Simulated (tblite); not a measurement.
A tight-binding relaxation on `C=CC/N=C/CB(C)C`.

Computed with GFN2-xTB geometry optimisation, gas phase (tblite 0.8.0). Start geometry: from a force field or distance geometry. The input is one job of a driver script: a line of settings, then coordinates in Å.

Command:
```bash
OMP_NUM_THREADS=1 python probes_run.py task.json out
```

Input:
```
{"job": {"kind": "relax", "xc": "GFN2-xTB", "basis": "xTB"}, "charge": 0, "multiplicity": 1}
C     -3.238900    -0.856500     0.910800
C     -3.290300     0.382100     0.384100
C     -2.259300     0.833200    -0.604600
N     -0.965800     0.895600     0.002300
C      0.089100     1.220800    -0.638200
C      1.419500     1.255100     0.032100
B      1.956100    -0.224400     0.309200
C      1.273000    -1.128100     1.432000
C      3.170600    -0.829600    -0.529500
H     -4.002000    -1.164500     1.636200
H     -2.474200    -1.558300     0.622000
H     -4.079300     1.054800     0.699100
H     -2.552600     1.850900    -0.962200
H     -2.250700     0.135500    -1.474800
H      0.021900     1.499400    -1.695800
H      1.352600     1.819100     1.002200
H      2.146700     1.788300    -0.619600
H      0.830200    -2.041600     0.952700
H      0.461700    -0.566200     1.949600
H      2.032500    -1.439000     2.180700
H      2.823000    -1.731300    -1.060400
H      3.996000    -1.089100     0.155900
H      3.535600    -0.079100    -1.260700
```

Output:
```
step      E/eV     max force
  0    -712.78141    1.953
  1    -712.89517    1.714
  2    -712.96671    0.463
  3    -712.99349    0.330
  4    -713.00504    0.333
  5    -713.00943    0.180
  6    -713.01322    0.132
  7    -713.01669    0.117
  8    -713.01880    0.114
  9    -713.02071    0.118
... (151 lines left out)
161    -713.24284    0.035
162    -713.24299    0.035
163    -713.24313    0.036
164    -713.24328    0.020
165    -713.24340    0.016
166    -713.24345    0.017
167    -713.24351    0.019
168    -713.24356    0.019
169    -713.24360    0.014
170    -713.24363    0.010
```

«max force» is the largest atomic force in eV/Å.

Q: From which step on does the largest force stay under 0.1 eV/Å, and how much energy is left to gain from there?

A: From step 126 (0.068 eV/Å), 7.3 meV above the end.

Main results: energy lowered by 10.7 kcal/mol over 170 steps; largest atomic force 0.010 eV/Å at the end.

Q: Give the final coordinates.

A: 0.749 Å rms from the input after alignment:
```
atom  x, y, z in Å
C1    -3.5047   -0.9701    0.3756
C2    -2.9114    0.1675    0.6806
C3    -2.3041    1.1017   -0.3232
N4    -0.9376    1.3471    0.0472
C5    -0.0039    1.0070   -0.7195
C6     1.4247    1.1565   -0.3376
B7     1.9908   -0.1973    0.2929
C8     1.2347   -0.8446    1.5092
C9     3.2884   -0.8620   -0.3016
H10   -3.9211   -1.6153    1.1303
H11   -3.6113   -1.3013   -0.6452
H12   -2.8020    0.4841    1.7087
H13   -2.8306    2.0629   -0.2742
H14   -2.4026    0.6903   -1.3427
H15   -0.1886    0.5427   -1.7030
H16    1.4848    1.9238    0.4373
H17    1.9987    1.4872   -1.2043
H18    1.2643   -1.9324    1.5043
H19    0.1973   -0.5279    1.5860
H20    1.7261   -0.5345    2.4328
H21    2.9864   -1.5467   -1.0960
H22    3.8397   -1.4583    0.4216
H23    3.9773   -0.1533   -0.7561
```

The run took 2.4 s wall on Arm Neoverse N1, one thread, shared host with 64 logical CPUs at a one-minute load of 60.
Labels such as C1 count atoms from 1, the log's own numbers from 0.
